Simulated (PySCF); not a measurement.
A GIAO shielding run with PySCF 2.14 (density fitting, non-relativistic, gas phase) on `C=C(SC)[Si@H](C)C[SiH2]N`, C5H15NSSi2:

```
$ OMP_NUM_THREADS=1 python probes_run.py task.json out

{"job": {"kind": "nmr", "xc": "PBE0", "basis": "pcSseg-1"}, "charge": 0, "multiplicity": 1}
C      1.801913     0.519279    -1.755752
C      1.531774     0.260166    -0.483079
S      2.768039     0.091612     0.763333
C      4.331290     0.488066    -0.078737
Si    -0.212308     0.060483     0.251725
C     -0.298123    -1.595384     1.172250
C     -1.500725     0.137138    -1.137835
Si    -3.278129    -0.213807    -0.582682
N     -3.530814     0.671164     0.872723
H      2.795076     0.645284    -2.155566
H      0.998819     0.613974    -2.466426
H      5.100096     0.436064     0.685423
H      4.532628    -0.242962    -0.856371
H      4.279835     1.492414    -0.489081
H     -0.380799     1.181188     1.195416
H     -0.231943    -2.436512     0.487593
H      0.515377    -1.684246     1.885278
H     -1.234845    -1.679871     1.712492
H     -1.247086    -0.583498    -1.913567
H     -1.460478     1.116378    -1.612306
H     -4.189182     0.133492    -1.692185
H     -3.493506    -1.615380    -0.219802
H     -3.179934     1.612879     0.934026
H     -4.428710     0.611843     1.324150
```

Hardware: 1 thread of an Intel Xeon, shared host. The job also computes population analyses, field gradients.

**Question.** How large is the calculation?

**Answer.** 96 electrons, 249 basis functions and 1356 auxiliary functions.

**Question.** How long does it take, and how much memory does it need?

**Answer.** 3.1 min of wall time, with 14 SCF cycles and 5 response iterations; peak memory 1.1 GiB. Times on a shared host scatter by some tens of per cent.
